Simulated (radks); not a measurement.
Values are calculated unless marked as measured or tabulated.
Ionisation of neutral cobalt, [Ar] 3d7 4s2, to [Ar] 3d8 as the strength of local exchange is varied. Code: a radial shooting solver on a logarithmic mesh with Libxc functionals. Model: Dirac Kohn-Sham, Slater X-alpha exchange (alpha = 2/3 is LDA exchange), no correlation, spin-unpolarised, spherical densities, point nucleus; open shells fill j = l - 1/2 first.

alpha,E(Co) (hartree),exchange (hartree),IE (eV),-e of the level emptied (eV),<r> of it (bohr)
0.562,-1379.96711,-45.71274,6.430,4.083 (4s1/2),3.015
0.615,-1384.28509,-50.18596,6.296,4.386 (4s1/2),2.973
0.617,-1384.44831,-50.35530,6.291,4.398 (4s1/2),2.971
0.667,-1388.53517,-54.60161,6.142,4.693 (4s1/2),2.932
0.737,-1394.27763,-60.58759,5.900,5.119 (4s1/2),2.880
0.76,-1396.16973,-62.56486,5.811,5.262 (4s1/2),2.863
1.001,-1416.15254,-83.59205,4.611,6.859 (4s1/2),2.699
1.015,-1417.32214,-84.83079,4.526,6.957 (4s1/2),2.690

NIST Atomic Spectra Database: 7.881 eV (measured). The central value is not met in this range of alpha. Spin polarisation and multiplet splitting are left out, so open shells lie too high by an amount that depends on their filling.

Beside tabulated values, note that spin-unpolarised runs miss the spin-polarisation part of the exchange energy of open shells.
